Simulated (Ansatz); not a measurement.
Cu(OH) (CuHO), SMILES [OH][Cu], multiplicity 1.

Coordinates come from a r2SCAN-D4/def2-TZVP optimisation. The spin state was assumed, not searched.

Two levels are set side by side: PBE/def2-TZVPD (Ansatz, a program for electronic structure) and PBE0/def2-TZVPD (Ansatz). Energy differences of separate SCF runs at the same geometry; the states with an electron removed or added have multiplicity 2 and 2. Differences are taken from unrounded values.

```csv
quantity,PBE0
vertical ionisation energy (eV),9.16
vertical electron affinity (eV),0.84
vertical singlet–triplet gap (eV),1.74
```

**Question.** What does PBE give, and how far is it from PBE0? (The exact figures need the calculation; the answer reports its results.)

**Answer.** 
```tsv
quantity	PBE	PBE minus PBE0
vertical ionisation energy (eV)	9.29	0.13
vertical electron affinity (eV)	0.93	0.09
vertical singlet–triplet gap (eV)	1.84	0.10
```
